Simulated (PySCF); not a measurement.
# Radial density of Sc⁺ (scandium, charge +1)

UHF, [Ar] 4s2, closed-shell 1S (an excited configuration). All numbers are calculated (PySCF 2.14, scalar relativity by spin-free X2C-1e, in aug-cc-pVTZ-DK).

```tsv
r (bohr)	4πr²ρ (e/bohr)
0.00131	0.1680
0.00220	0.4309
0.00370	1.082
0.00622	2.621
0.0105	5.959
0.0176	12.12
0.0296	20.32
0.0498	24.90
0.0838	20.59
0.141	19.48
0.237	26.49
0.399	14.71
0.671	7.006
1.13	7.636
1.90	1.722
3.19	0.7691
5.37	0.1195
9.03	0.001097
```

Densities and radii are taken from the X2C orbitals without a picture-change correction, which distorts them close to the nucleus.
